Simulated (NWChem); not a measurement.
C$_{2}$H$_{4}$Br$_{2}$; SMILES CC(Br)Br

```xyz
8

C     -2.0203    -0.1802     0.0000
C     -0.6514     0.4484     0.0000
Br     0.3402    -0.0308     1.6005
Br     0.3402    -0.0308    -1.6005
H     -1.9490    -1.2767     0.0000
H     -2.5752     0.1383     0.8954
H     -2.5752     0.1383    -0.8954
H     -0.6874     1.5433     0.0000
```
Atoms are numbered in this order, from 1.

Program: NWChem. Pople sets run with spherical d functions. All runs use the structure optimised with PBE0/def2-SVP.

Q: Order these by “dipole (D)”, lowest first: B3LYP/6-31G*; B3LYP/def2-SVPD; B3LYP/def2-SVP; B3LYP/3-21G; B3LYP/STO-3G.

A: B3LYP/STO-3G (1.67), B3LYP/def2-SVP (1.81), B3LYP/3-21G (1.88), B3LYP/def2-SVPD (1.94), B3LYP/6-31G* (2.07)
